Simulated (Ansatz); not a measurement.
Geometry optimisation, RKS BHLYP-D4/def2-TZVP (Ansatz 0.2.0).

input.yaml

```yaml
crystal:
  periodic: [false, false, false]
  atoms:
    - { symbol: Ga, position_ang: [-0.8837, -0.4365, -0.1993] }
    - { symbol: H, position_ang: [0.6204, 0.2401, -1.3652] }
    - { symbol: H, position_ang: [-1.2566, -1.8947, -0.5916] }
    - { symbol: H, position_ang: [-1.8897, 0.7393, 0.0094] }
    - { symbol: H, position_ang: [1.1532, 0.23, -0.5417] }
    - { symbol: S, position_ang: [1.3194, -0.0658, 1.2246] }
    - { symbol: H, position_ang: [0.9371, 1.1876, 1.4637] }
basis:
  gaussian: { orbitals: def2-TZVP }
hamiltonian:
  xc: { name: BHLYP }
  dispersion: d4
relax:
  f_tol: 0.15
  max_steps: 25
  restrain:
    - { distance: [0, 5], at: 2.27, k: 30.0 }
    - { distance: [4, 1], at: 0.62, k: 30.0 }
    - { distance: [0, 1], at: 2.83, k: 30.0 }
    - { distance: [4, 5], at: 2.66, k: 30.0 }
```

Launched with:

```bash
$ ansatz run input.yaml --threads 2 --pin off --max-ram 3072MiB --backend cpu --events-out ev --progress --plain --runs-dir out
```

**Question.** Where does it end, and by what steps?

**Answer.** It converged. The restraints hold the end off the free minimum. After 8 steps the energy has fallen by 1.489 eV (the restraints' own energy left out); H5 moved furthest, 0.63 Å. Joined: H2–H5 (0.98 → 0.69 Å).

| step | energy less start (eV) | largest force component (eV/Å) | accepted |
| --- | --- | --- | --- |
| 0 | 0.0000 | 1.268 | yes |
| 1 | -0.5362 | 1.709 | yes |
| 2 | -0.8816 | 4.143 | yes |
| 3 | -1.1871 | 4.693 | yes |
| 4 | -1.4617 | 1.412 | yes |
| 5 | -1.4796 | 1.903 | yes |
| 6 | -1.4439 | 2.218 | no |
| 7 | -1.4812 | 2.092 | yes |
| 8 | -1.4894 | 2.090 | yes |

```xyz
7
Properties=species:S:1:pos:R:3
Ga -0.885 -0.451 0.193
H 0.921 0.379 -1.823
H -1.122 -1.872 -0.380
H -1.797 0.791 0.006
H 1.136 0.304 -1.168
S 0.972 -0.220 1.446
H 0.775 1.068 1.725
```

Time of the run: 6.6 s on 2 threads of AMD EPYC 9R45 96-Core Processor (Zen 5), with other jobs on the host, peak memory 0.24 GiB.
